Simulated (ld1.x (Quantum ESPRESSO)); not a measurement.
germanium TM: all-electron and pseudo phase curves

Ge (Z = 32), norm-conserving Troullier–Martins (Kleinman–Bylander form), made with ld1.x (Quantum ESPRESSO) 7.5 (LDA (PZ), scalar-relativistic). Core [Ar] 3d10, reference 4s2 4p0.5 (charge +1.5). Waves: 4p (bound): rc 1.60 bohr; 4d channel at 0.05 Ry: rc 1.35 bohr; 4s (bound): rc 1.75 bohr. Local part: the s channel. Core correction: none.

The phase is arctan(r·u′/u) with u = r·R(r), unwrapped; energies in Ry, scanned from -4 to 5 Ry. A pole is an energy at which the radial function vanishes at the test radius. The pseudo phase is shifted by a multiple of π to meet the all-electron one at the reference energy, and phase errors are pseudo minus all-electron; the curves can meet again beyond the range given. Levels narrower than the energy grid can be missing from the lists of poles.

```tsv
channel	radius (bohr)	reference energy (Ry)	poles, all-electron	poles, pseudo	unbroken range about the reference energy with phases within 0.05 rad	phase error 1 Ry above the reference energy (rad)
s	1.90	-1.82	1.74	1.53	below 3.8	-0.004
p	1.90	-1.15	3.37	3.47	the whole range	-0.000
d	1.90	0.05	-3.08	-2.16	-1.7 to 1.3	+0.029
```

Note: ghost states, extra bound levels that the all-electron valence spectrum of the same l lacks: p at -4999.7 eV, d at -31.0 eV. A true bound ghost makes a file unfit for plane-wave use.

Phases in the p channel:

```tsv
E (Ry)	all-electron	pseudo
-4.00	1.207	1.205
-3.76	1.187	1.185
-3.52	1.163	1.161
-3.28	1.135	1.134
-3.04	1.102	1.101
-2.80	1.062	1.061
-2.56	1.014	1.012
-2.32	0.952	0.951
-2.08	0.873	0.873
-1.84	0.769	0.769
-1.60	0.630	0.630
-1.36	0.443	0.442
-1.12	0.196	0.196
-0.88	-0.099	-0.099
-0.64	-0.401	-0.401
-0.40	-0.662	-0.662
-0.16	-0.865	-0.865
0.08	-1.016	-1.016
0.32	-1.128	-1.128
0.56	-1.213	-1.212
0.80	-1.279	-1.278
1.04	-1.332	-1.331
1.28	-1.375	-1.373
1.52	-1.411	-1.409
1.76	-1.441	-1.439
2.00	-1.467	-1.464
2.24	-1.490	-1.487
2.48	-1.510	-1.507
2.72	-1.529	-1.525
2.96	-1.545	-1.541
3.20	-1.561	-1.556
3.44	-1.575	-1.569
3.68	-1.589	-1.582
3.92	-1.602	-1.594
4.16	-1.614	-1.605
4.40	-1.626	-1.616
4.64	-1.638	-1.626
4.88	-1.650	-1.637
```
